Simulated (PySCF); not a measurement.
C₆ coefficients of unlike pairs at PBEsol

Calculated with PySCF 2.14 from the dipole response of each species, C₆(A,B) = (3/π) ∫ α_A(iu) α_B(iu) du, in atomic units, from isotropic polarisabilities. For ions this is the dispersion term alone; charge-induced terms of lower order in 1/R come first.

```json
{"species": "Pt⁺", "configuration": "[Xe] 4f14 5d9 (2D)", "basis": "aug-cc-pVTZ-PP with one added diffuse shell each of s, p, d, f, g type with ECP60MDF (7s7p6d4f3g)", "relativity": "core potential", "α (bohr³)": "17.19", "C₆ (like pair)": "130.8"}
{"species": "Cl²⁺", "configuration": "[Ne] 3s2 3p3 (4S)", "basis": "def2-TZVPPD (6s6p4d1f)", "relativity": "none", "α (bohr³)": "5.870", "C₆ (like pair)": "20.93"}
{"species": "Al", "configuration": "[Ne] 3s2 3p1 (2P)", "basis": "aug-cc-pV(T+d)Z with one added diffuse shell each of s, p, d, f type (7s6p5d3f)", "relativity": "none", "α (bohr³)": "67.11", "C₆ (like pair)": "599.6"}
{"species": "Cu²⁺", "configuration": "[Ar] 3d9 (2D)", "basis": "def2-TZVPPD (6s6p4d2f1g)", "relativity": "none", "α (bohr³)": "2.425", "C₆ (like pair)": "5.168"}
```

**Question.** Estimate C₆ for Al with Cl²⁺.

**Answer.** The integral gives 89.69. The combination rule 2 C_A C_B / (C_A α_B/α_A + C_B α_A/α_B) gives 86.02 and the geometric mean 112.0.

No spin-orbit coupling is included.

The other pairs:

```csv
pair,C₆
"Cu²⁺, Al",38.22
"Cu²⁺, Cl²⁺",9.795
"Al, Pt⁺",237.8
"Cl²⁺, Pt⁺",52.04
"Cu²⁺, Pt⁺",24.44
```
